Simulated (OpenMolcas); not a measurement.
# Ar+: effect of the IPEA shift

```
Program             : OpenMolcas
Basis               : ANO-RCC-VTZP [5s4p2d1f]
Scalar Hamiltonian  : DKH2, point nucleus
Active space        : 7 electrons in 9 orbitals (RAS2 3s 3p; RAS3 3d, at most 2 electrons)
State averaging     : 2S+1 = 2 odd, 3 roots; 2S+1 = 2 even, 1 root
Spin-orbit coupling : state interaction with AMFI integrals over the reference wave functions, term energies averaged over their components
```

Methods on the same reference wave functions:
A. RASSCF
B. SS-RASPT2, IPEA 0 Eh, imaginary shift 0.1 Eh (closed shells correlated: 2s 2p)
C. SS-RASPT2, IPEA 0.25 Eh, imaginary shift 0.1 Eh (closed shells correlated: 2s 2p)

Energies in cm⁻¹ above 3s² 3p⁵ ²P°_3/2, the measured ground level; measured values from NIST Handbook of Basic Atomic Spectroscopic Data.

```json
{"Level": "3s² 3p⁵ ²P°_3/2", "A": "0.0", "B": "0.0", "C": "0.0", "Measured": "0.0"}
{"Level": "3s² 3p⁵ ²P°_1/2", "A": "1268", "B": "1268", "C": "1268", "Measured": "1432"}
{"Level": "3s 3p⁶ ²S_1/2", "A": "114605", "B": "114362", "C": "114765", "Measured": "108722"}
```

Deviations, from unrounded energies. A percentage is the sum of absolute deviations over the sum of measured energies, with the sign that they share, or ± where signs differ.

```json
{"Against measurement": "mean absolute deviation (cm-1)", "Levels": "2", "A": "3000", "B": "2900", "C": "3100"}
{"Against measurement": "fine structure of the ground term (%)", "Levels": "1", "A": "-11.4", "B": "-11.4", "C": "-11.4"}
{"Against measurement": "other configurations (%)", "Levels": "1", "A": "+5.4", "B": "+5.2", "C": "+5.6"}
```

A, B lie about equally close to measurement and C furthest from it. The largest miss of B in the table is 3s 3p⁶ ²S_1/2, by +5600 cm-1. The ranking rests on the paired levels alone, and a cruder setting can come out closer through cancelling errors.

Between B and C the level of the table that moves most is 3s 3p⁶ ²S_1/2, by 400 cm-1 (lowest in B, highest in C).

The lowest spin-free term lies below A's lowest term by 0.108 hartree in B, 0.107 hartree in C.

Active for correlation alone: 3d; no level in the range computed is led by a configuration that fills it, so any true level of that kind is missing. Some terms mix strongly with configurations of 3d, whose occupation reaches 0.30 (3s 3p⁶ ²S). Without dynamic correlation excited terms often stand tens of per cent too high (terms of higher spin than the ground term too low), and those without a measured partner can miss by more than the paired ones (holds for A). Measured partners are found by configuration, term and J. A level has none where our copy of the source lacks it or the pairing is in doubt (some pairs that miss far off the trend of their configuration count as doubtful), and it then counts in no deviation. Levels of configurations outside the active space are missing.

° marks odd parity.
